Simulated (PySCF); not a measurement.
Compound: NbH4 (doublet state).
Hydrogens: H2, H3, H4, H5 on Nb1.

Method: PBE0-D3(BJ)/def2-SVP geometry optimisation, gas phase, def2 core potentials past Kr in PySCF; unrestricted, density fitting, grid level 1; the optimiser is geomeTRIC in internal coordinates, started from a GFN2-xTB structure with every atom displaced at random (about 0.03 Å).

Geometry at step 0:
```
atom  x, y, z in Å
Nb1     0.0612   -0.0767    0.0125
H2     -0.0067   -0.0304    1.7401
H3      1.5826    0.0038   -0.6177
H4     -0.7314    1.4359   -0.5742
H5     -0.8308   -1.4431   -0.6228
```

Problem. Give the atomic forces at this geometry.

Solution. 
```tsv
atom	Fx (eV/Å)	Fy (eV/Å)	Fz (eV/Å)
Nb1	-1.942	0.632	0.001
H2	0.061	-0.113	0.400
H3	1.621	0.056	-0.582
H4	0.273	-0.426	0.136
H5	-0.013	-0.150	0.045
```

The largest, 2.04 eV/Å, acts on Nb1; the rms over all components is 0.712 eV/Å. The forces sum to zero within rounding, as they must for an isolated molecule in no field.

Problem. Give the force on Nb1 in Eh/bohr and in nN.

Solution. 2.042 eV/Å ÷ 51.422 = 0.03970 Eh/bohr, and 2.042 eV/Å × 1.602 = 3.27 nN.

Problem. How far is this geometry from the end of the optimisation?

Solution. 0.126 eV above it, and 0.066 Å rms away after alignment. The bonds farthest from their final lengths, with half the difference of the two atoms' forces along the bond (positive lengthens):

```csv
bond,now (Å),final (Å),force along bond (eV/Å)
Nb1–H3,1.649,1.759,+1.74
Nb1–H4,1.806,1.759,-0.95
Nb1–H2,1.729,1.759,+0.15
Nb1–H5,1.751,1.759,-0.19
```

The angle farthest from its final value is H2–Nb1–H5, 111.3° against 105.8°.

Of the 3 listed bonds off by 0.010 Å or more, this force points towards the final length in 3.

What follows is the cost of the whole optimisation. Hardware: Arm Neoverse V1, one thread, no GPU, shared host with 32 logical CPUs at a one-minute load of 28. Cost: 15 s, 0.24 GiB resident at most.
